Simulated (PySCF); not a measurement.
Species: C2H7As.
Bonds: C1–C2, C2–As3. Hydrogens: H4, H5, H6 on C1; H7, H8 on C2; H9, H10 on As3.

Computed with PBE0-D3(BJ)/def2-SVP geometry optimisation, gas phase (PySCF 2.14.0).

Task: Give the optimised bond lengths and angles.

Result: 
| bond | length (bohr) |
| --- | --- |
| C1–C2 | 2.868 |
| C2–As3 | 3.738 |
| C1–H4, C1–H5, C1–H6 | 2.082 |
| C2–H7, C2–H8 | 2.083 |
| As3–H9, As3–H10 | 2.887 |

Bonds in one row agree within 0.02 bohr and their mean is given. A selection of angles:
| angle | degrees |
| --- | --- |
| C2–C1–H4 | 111.4 |
| H4–C1–H5 | 107.3 |
| C1–C2–As3 | 116.5 |
| C1–C2–H7 | 111.2 |
| As3–C2–H7 | 105.6 |
| H7–C2–H8 | 106.0 |
| C2–As3–H9 | 95.3 |
| H9–As3–H10 | 91.8 |

As3 (arsenic bonded to C and 2 H) is pyramidal (angles 95.3°, 95.2° and 91.8°, sum 282.4°, 0.88 Å off the plane of its three neighbours).

Point group: Cs (tolerance 0.08 Å). Stationary, but not proved a minimum. The numbers are those of one conformer (C1–C2–As3–H -45° and 47°).

On an Arm Neoverse N1 with one thread, shared host, this took 20 s and 0.40 GiB of memory at its peak. This is the geometry optimisation.
